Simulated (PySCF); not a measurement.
Isomers of C6H5FSi.

All values: wB97X-D/def2-SVPD (PySCF) at GFN2-xTB geometries, gas phase, one conformer each. Core orbitals are frozen in the response; Δα² is half the sum of the squared differences of the principal polarisabilities.

(1) Rank by mean static polarisability, lowest first.
A. `C#CC1=CC=C(F)[SiH2]1`
B. `[CH:1]#[C:2]/[CH:3]=[C:4](/[C:5]#[CH:6])[SiH2:7][F:8]` with C3–C4–Si7–F8 -140°
C. `[CH:1]#[C:2]/[CH:3]=[C:4](/[F:5])[SiH2:6][C:7]#[CH:8]` with C3–C4–Si6–C7 -72°

(2) Rank by HOMO energy, lowest first.
A. `C#C[C@@H]1[C@H](F)[Si@@H]1C#C`
B. `[CH:1]#[C:2]/[CH:3]=[C:4](\[F:5])[SiH2:6][C:7]#[CH:8]` with C3–C4–Si6–C7 0°
C. `C#C[C@@H]1[C@@H](F)[Si@H]1C#C`
D. `C#CC1=CC=C(F)[SiH2]1`
E. `C#CC1=CC=C[Si@H]1F`

(3) Rank by dipole moment, lowest first.
A. `[CH:1]#[C:2]/[CH:3]=[C:4](/[F:5])[SiH2:6][C:7]#[CH:8]` with C3–C4–Si6–C7 -72°
B. `C#C[C@@H]1[C@@H](F)[Si@@H]1C#C`
C. `C#CC1=CC(F)=C[SiH2]1`
D. `C#C[C@@H]1[C@H](F)[Si@@H]1C#C`
E. `C#C[C@@H]1[C@@H](F)[Si@H]1C#C`
F. `C#CC1=CC=C(F)[SiH2]1`

Results:

(1) C (13.90 Å³), A (14.40 Å³), B (14.93 Å³).

(2) B (-8.95 eV), C (-8.68 eV), A (-8.54 eV), E (-8.36 eV), D (-8.12 eV).

(3) F (0.65 D), C (1.31 D), A (1.47 D), E (1.96 D), D (2.12 D), B (2.35 D).

All values together:

```tsv
SMILES	μ (D)	HOMO (eV)	LUMO (eV)	α (Å³)	Δα (Å³)
C#C/C=C(\F)[SiH2]C#C	1.86	-8.95	0.39	14.53	8.96
C#C/C=C(/F)[SiH2]C#C	1.47	-8.95	0.34	13.90	4.86
C#CC1=CC(F)=C[SiH2]1	1.31	-8.40	-0.50	14.39	9.71
C#C[C@@H]1[C@H](F)[Si@@H]1C#C	2.12	-8.54	0.74	13.93	5.32
C#CC1=CC=C[Si@H]1F	2.09	-8.36	-0.78	13.91	9.83
C#CC1=C[SiH2]C=C1F	1.61	-8.65	-0.36	14.00	10.21
C#C/C=C(\C#C)[SiH2]F	1.59	-8.80	-0.38	14.56	8.81
C#C/C=C(/C#C)[SiH2]F	1.96	-8.79	-0.51	14.93	12.93
C#CC1=CC=C(F)[SiH2]1	0.65	-8.12	-0.40	14.40	10.00
C#C[C@@H]1[C@@H](F)[Si@@H]1C#C	2.35	-8.70	0.69	13.98	5.61
C#C[C@@H]1[C@@H](F)[Si@H]1C#C	1.96	-8.68	0.66	14.33	9.76
C#CC1=C(F)[SiH2]C=C1	1.63	-8.37	-0.25	14.02	10.03
```

Conformers: `[CH:1]#[C:2]/[CH:3]=[C:4](\[F:5])[SiH2:6][C:7]#[CH:8]` with C3–C4–Si6–C7 0°; `[CH:1]#[C:2]/[CH:3]=[C:4](/[F:5])[SiH2:6][C:7]#[CH:8]` with C3–C4–Si6–C7 -72°; `[CH:1]#[C:2]/[CH:3]=[C:4](\[C:5]#[CH:6])[SiH2:7][F:8]` with C3–C4–Si7–F8 0°; `[CH:1]#[C:2]/[CH:3]=[C:4](/[C:5]#[CH:6])[SiH2:7][F:8]` with C3–C4–Si7–F8 -140°.
